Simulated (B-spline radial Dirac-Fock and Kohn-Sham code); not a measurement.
**How the levels of iodine move as electrons are removed**

Calculated with a radial atomic solver, using Dirac-Fock (average of configuration) total-energy differences with a finite nucleus, the Breit interaction including its frequency dependence, and self-energy and vacuum-polarisation corrections. Each ion is free and in its tabulated ground configuration. Electron correlation is not included.

Reference: I¹⁹⁺, [Ar] 3d10 4s2 4p4, with 1s 33717.1 eV, 2s 5737.5 eV, 3s 1590.9 eV, 3p1/2 1450.3 eV, 3d5/2 1136.9 eV. Shifts from it, in eV (a dash: the subshell is empty, belongs to an open shell averaged over j, or its hole state is left out as unreliable):

```tsv
ion	configuration	1s	2s	3s	3p1/2	3d5/2
I²⁰⁺	[Ar] 3d10 4s2 4p3	+47.6	+44.7	+40.9	–	+41.4
I²¹⁺	[Ar] 3d10 4s2 4p2	+96.3	+90.2	+82.4	+82.2	+83.6
I²²⁺	[Ar] 3d10 4s2 4p1	+146.1	+136.7	+124.7	+124.4	+126.5
I²³⁺	[Ar] 3d10 4s2	+197.0	+184.0	+167.7	+167.3	+170.1
I²⁴⁺	[Ar] 3d10 4s1	+247.9	+231.4	–	+211.7	+215.0
```
